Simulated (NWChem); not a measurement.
# CH₃ITe; SMILES C[Te]I

```xyz
6

Te    -0.3124     1.2048     0.0000
I     -0.0590    -1.5252     0.0000
C      1.8204     1.6289     0.0000
H      1.9076     2.7337     0.0000
H      2.2812     1.2116    -0.9126
H      2.2812     1.2116     0.9126
```
Atoms are numbered in this order, from 1.

Level: PBE-D3(BJ)/def2-SVP with def2 effective core potentials on Te, I (NWChem), optimised geometry, unscaled harmonic frequencies. def2 effective core potentials on Te, I; no spin-orbit coupling.

| frequency (cm⁻¹) | IR intensity (km/mol) |
|---|---|
| 122 | 0.1 |
| 123 | 0.4 |
| 197 | 3.2 |
| 502 | 4.5 |
| 796 | 13.5 |
| 811 | 8.6 |
| 1186 | 8.7 |
| 1366 | 7.5 |
| 1388 | 12.7 |
| 2992 | 3.0 |
| 3111 | 0.7 |
| 3138 | 0.0 |

| Property | Result |
|---|---|
| zero-point energy | 22.5 kcal/mol |
| thermal correction to the enthalpy at 298.15 K (with zero-point energy) | 26.3 kcal/mol |
| heat capacity Cv | 14.6 cal/(mol K) |
| entropy at 298.15 K and 1 atm (symmetry number 1) | 80.4 cal/(mol K) |

Rigid rotor and harmonic oscillator.
